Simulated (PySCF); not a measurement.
Question: Write Cartesian coordinates for 3,3,4,4,5,5,5-heptafluoropent-1-ene (`FC(C(F)(C=C)F)(C(F)(F)F)F`) as optimised with GFN2-xTB.

Answer: 
```
atom  x, y, z in Å
C1     2.582   -0.082   -0.056
C2     1.522    0.290   -0.747
C3     0.226    0.685   -0.098
F4    -0.340    1.740   -0.734
F5     0.382    1.065    1.191
C6    -0.792   -0.498   -0.135
F7    -1.028   -0.838   -1.418
F8    -0.239   -1.577    0.458
C9    -2.154   -0.215    0.559
F10   -2.967   -1.259    0.415
F11   -2.761    0.845    0.037
F12   -1.996   -0.003    1.861
H13    2.577   -0.109    1.021
H14    3.493   -0.366   -0.551
H15    1.490    0.330   -1.825
```

Orientation and origin are arbitrary. Atoms count from 1 in this order. The 4 C–C bonds span 1.319 Å (C1=C2, drawn double) to 1.562 Å (C3–C6, drawn single), a spread of 0.243 Å. The 7 C–F bonds span 1.328 Å (C9–F11, drawn single) to 1.355 Å (C3–F4, drawn single), a spread of 0.027 Å. Of the pairs four or more bonds apart, F5···F12 is among the closest relative to their van der Waals radii: 2.69 Å, 92 % of the sum of Bondi's values.

Bonds between heavy atoms (Å): C1=C2 1.319, C2–C3 1.502, C3–F4 1.355, C3–F5 1.353, C3–C6 1.562, C6–F7 1.348, C6–F8 1.349, C6–C9 1.555, C9–F10 1.331, C9–F11 1.328, C9–F12 1.329.

Computed geometry: GFN2-xTB, gas phase.

Point group: C1 (no symmetry element, even within 0.4 Å). Whether it is a minimum is left open (no frequencies). The numbers are those of one conformer (C1–C2–C3–F4 141°, C2–C3–C6–F7 -60°).
